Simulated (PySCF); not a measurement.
Manganese: a sound run and one with changed settings

Sound run: Mn⁺ [Ar] 3d5 4s1, Mn²⁺ [Ar] 3d5. All numbers are calculated (PySCF 2.14, the non-relativistic Hamiltonian (point nucleus), in 6-31G*). In the sound run the correlated levels freeze [Ar]. The sound run starts from symmetry-adapted Hartree-Fock orbitals and uses a fine grid where one is needed.

A second run was set up differently.

| species | method | sound run (hartree) | changed run (hartree) | converged |
| --- | --- | --- | --- | --- |
| Mn⁺ | MP2 | -1149.54849 | -1149.67684 | yes |
| Mn²⁺ | MP2 | -1149.00556 | -1149.12603 | yes |

Ionisation energy of Mn⁺:

| method | sound run (eV) | changed run (eV) |
| --- | --- | --- |
| UHF | 14.557 | 14.557 |
| MP2 | 14.774 | 14.988 |
| SCS-MP2 | 14.629 | 14.883 |

**Question.** What was changed?
A. all electrons correlated in a valence basis
B. a valence shell is frozen
C. too few SCF iterations
D. minimal basis

**Answer.** A. A valence basis has no tight correlating functions, so it recovers only part of the core correlation, and not evenly between atom and ion.
